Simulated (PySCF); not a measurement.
Al(Me)(NCO)(OH) (C2H4AlNO2), SMILES [CH3][Al]([OH])[N]=C=O.

Coordinates come from a PBE0-D3(BJ)/def2-SVP optimisation. The structure was generated by enumeration; whether it is a known compound was not checked. Other conformers were not sampled.

Calculation: TDDFT-LC-ωPBE/def2-SVPD (PySCF 2.14.0).

Vertical excitations. Isolated molecule, no solvent. State labels are in the subgroup Cs.

| state | symmetry | energy (eV) | λ (nm) | f | main pairs |
|---|---|---|---|---|---|
| S1 | A" | 6.79 | 183 | 0.001 | HOMO→LUMO+1 77 % |
| S2 | A' | 7.31 | 170 | 0.028 | HOMO−1→LUMO+1 54 %, HOMO→LUMO+5 14 % |
| S3 | A" | 7.67 | 162 | 0.000 | HOMO−1→LUMO+5 39 %, HOMO−1→LUMO 16 %, HOMO−1→LUMO+2 14 %, HOMO−1→LUMO+4 11 % |
| S4 | A' | 7.71 | 161 | 0.050 | HOMO→LUMO 69 %, HOMO→LUMO+3 11 % |
| S5 | A" | 7.87 | 158 | 0.002 | HOMO−1→LUMO 46 %, HOMO−1→LUMO+3 12 %, HOMO−2→LUMO+1 10 % |
| S6 | A" | 7.99 | 155 | 0.008 | HOMO−2→LUMO+1 64 % |
| S7 | A" | 8.31 | 149 | 0.116 | HOMO−3→LUMO 53 %, HOMO−3→LUMO+2 10 %, HOMO−1→LUMO+3 10 % |
| S8 | A' | 8.31 | 149 | 0.143 | HOMO−2→LUMO 66 %, HOMO→LUMO+3 15 % |
| S9 | A' | 8.54 | 145 | 0.119 | HOMO−4→LUMO 53 %, HOMO−4→LUMO+2 12 % |
| S10 | A" | 8.79 | 141 | 0.005 | HOMO−4→LUMO+1 79 % |
| T1 | A' | 6.42 | 193 | 0 | HOMO−1→LUMO+1 59 %, HOMO−1→LUMO+11 18 % |
| T2 | A" | 6.54 | 190 | 0 | HOMO→LUMO+1 71 %, HOMO→LUMO+11 11 % |
| T3 | A' | 6.87 | 180 | 0 | HOMO→LUMO+5 42 %, HOMO→LUMO+2 11 %, HOMO−1→LUMO+1 8 %, HOMO→LUMO+4 8 % |
| T4 | A" | 7.23 | 171 | 0 | HOMO−2→LUMO+1 61 % |
Triplets are in the Tamm–Dancoff approximation, which puts them higher than full response would, so one can lie above its singlet here.
